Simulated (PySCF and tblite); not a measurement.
Values are calculated unless marked as measured or tabulated.
Stationary points of C$_{6}$H$_{14}$Si at GFN2-xTB, in Å:

Structure A

```
 1 C    -1.426    1.184   -0.190
 2 C    -0.616   -0.105   -0.027
 3 C    -1.577   -1.296   -0.040
 4 C     0.398   -0.219   -1.200
 5 C     1.860   -0.210   -0.733
 6 Si    1.849    0.667    0.950
 7 C     0.132   -0.051    1.319
 8 H    -1.948    1.193   -1.146
 9 H    -2.168    1.274    0.601
10 H    -0.770    2.051   -0.145
11 H    -2.154   -1.315   -0.962
12 H    -1.028   -2.233    0.041
13 H    -2.272   -1.234    0.796
14 H     0.198   -1.124   -1.777
15 H     0.244    0.625   -1.874
16 H     2.215   -1.234   -0.602
17 H     2.498    0.244   -1.488
18 H     1.869    2.130    0.844
19 H     2.898    0.220    1.868
20 H    -0.453    0.497    2.054
21 H     0.251   -1.063    1.710
```

Structure B

```
 1 C    -1.903    0.903   -0.279
 2 C    -0.630    0.092   -0.034
 3 C    -1.002   -1.382    0.126
 4 C     0.348    0.269   -1.206
 5 C     1.718   -0.311   -0.841
 6 Si    1.912    0.048    1.021
 7 C     0.098    0.581    1.229
 8 H    -2.420    0.546   -1.169
 9 H    -2.581    0.814    0.568
10 H    -1.669    1.957   -0.421
11 H    -1.443   -1.768   -0.791
12 H    -0.126   -1.979    0.367
13 H    -1.727   -1.505    0.929
14 H    -0.050   -0.192   -2.112
15 H     0.458    1.339   -1.402
16 H     1.739   -1.381   -1.044
17 H     2.495    0.135   -1.458
18 H     2.857    1.131    1.308
19 H     2.272   -1.143    1.798
20 H     0.031    1.669    1.285
21 H    -0.387    0.194    2.124
```

Geometries: GFN2-xTB; energies: PBE0/pcSseg-1 + D3(BJ); zero-point and thermal terms from GFN2-xTB harmonic modes (soft modes blended into free rotors).

Q: Which structure is a saddle point, and along which motion?

A: A: one imaginary mode (68i cm⁻¹ at GFN2-xTB, mostly on C4, C5, C1), along the inversion of the 5-membered ring (2–4–5–6–7).

Q: Give their symmetry and energies above the lowest.

A: A C1, 5.1 kcal/mol; B C1, 0.0 kcal/mol.
